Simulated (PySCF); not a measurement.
H2OSi, SMILES O=[SiH2] (connectivity only; charge and spin as stated), charge +1, multiplicity 2. Atoms are numbered in the order given.

```xyz
4

Si     0.0000     0.0000     0.4817
O      0.0000     0.0000    -1.1243
H      0.0000    -1.3487     1.1252
H      0.0000     1.3487     1.1252
```
Charge +1, spin multiplicity 2.

The structure is a stationary point at PBE-D3(BJ)/def2-TZVP. The spin state was assumed, not searched.

The numbers are results of PBE/def2-TZVPD (PySCF), not measurements.

Mulliken values depend strongly on the basis, most of all with diffuse functions as here. ESP charges are fitted to the potential on shells at 1.4 to 2.0 van der Waals radii. Atomic charges (e):

```tsv
atom	Mulliken	ESP fit	Mulliken spin
Si1	0.59	0.90	-0.02
O2	0.02	-0.11	0.89
H3	0.19	0.10	0.07
H4	0.19	0.10	0.07
```
